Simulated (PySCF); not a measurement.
**Two-component Hartree-Fock for Ho⁺ (holmium, charge +1)**

Start: [Xe] 4f11 6s1; 4f5/2 filled at m_j = -5/2, -3/2, -1/2, +1/2, +3/2, +5/2; 4f7/2 filled at m_j = -1/2, +1/2, +3/2, +5/2, +7/2; 6s1/2 filled at m_j = +1/2. Calculated with PySCF 2.14 in x2c-TZVPall-2c with one added diffuse shell each of s, p, d, f type (12s12p11d5f1g, 147 functions): generalised Hartree-Fock with the X2C-1e Hamiltonian and a Gaussian nucleus; one run each with spin-orbit coupling (SO) switched off, then screened by Boettger's factors.

| spinor shell | electrons | ε, spin-free (eV) | ε, screened SO (eV) | weight of nominal j (screened SO) | rms radius, screened SO (bohr) |
| --- | --- | --- | --- | --- | --- |
| 1s1/2 | 2 | -55905.7 | -55893.5 | 1.000 | 0.0236 |
| 2s1/2 | 2 | -9482.8 | -9479.1 | 1.000 | 0.0952 |
| 2p1/2 | 2 | -8398.1 | -9004.4 | 1.000 | 0.0814 |
| 2p3/2 | 4 | -8398.1 | -8142.4 | 1.000 | 0.0881 |
| 3s1/2 | 2 | -2176.0 | -2174.8 | 1.000 | 0.245 |
| 3p1/2 | 2 | -1838.1 | -1967.2 | 1.000 | 0.236 |
| 3p3/2 | 4 | -1838.1 | -1782.8 | 1.000 | 0.250 |
| 3d3/2 | 4 | -1407.1 | -1431.0 | 0.999 | 0.223 |
| 3d5/2 | 6 | -1407.1 | -1390.1 | 1.000 | 0.226 |
| 4s1/2 | 2 | -460.17 | -459.82 | 1.000 | 0.552 |
| 4p1/2 | 2 | -346.46 | -376.60 | 0.997 | 0.566 |
| 4p3/2 | 4 | -346.46 | -333.44 | 0.999 | 0.597 |
| 4d3/2 | 4 | -189.67 | -196.71 | 0.952 | 0.640 |
| 4d5/2 | 6 | -189.67 | -184.72 | 0.968 | 0.650 |
| 5s1/2 | 2 | -67.563 | -67.515 | 1.000 | 1.38 |
| 5p1/2 | 2 | -38.387 | -42.455 | 0.990 | 1.56 |
| 4f5/2 | 6 | -20.118 | -20.975 | 0.706 | 0.919 |
| 4f7/2 | 5 | -20.118 | -18.997 | 0.702 | 0.945 |
| 6s1/2 | 1 | -10.972 | -10.976 | 1.000 | 4.11 |

Problem. Where does 5p3/2 lie, and what is the 5p spin-orbit splitting (screened SO)?

Solution. At -36.664 eV, 5.791 eV above 5p1/2.

| quantity | spin-free | screened SO |
| --- | --- | --- |
| E (hartree) | -12606.96166 | -12616.85571 |
| M_J | 8 | 8 |
| ⟨J²⟩ | 72.009 | 72.010 |
| ⟨L²⟩ | 42.005 | 42.386 |
| ⟨S²⟩ | 6.004 | 6.007 |

Each row is a mean over spinors that exchange with the open shell spreads, by up to 14.214 eV (4d5/2).

Rows whose weight is well below 1 are mixtures of j = l ± 1/2: exchange outweighs spin-orbit coupling there, and the label is only the starting occupation.

Breit and QED terms are absent; they matter most for the inner s and p1/2 levels.

Densities and radii are taken from the X2C orbitals without a picture-change correction, which distorts them close to the nucleus.

Without spin-orbit coupling the j labels of p, d and f shells carry no meaning; the spin-free column gives the mean over the occupied spinors of each nl shell.
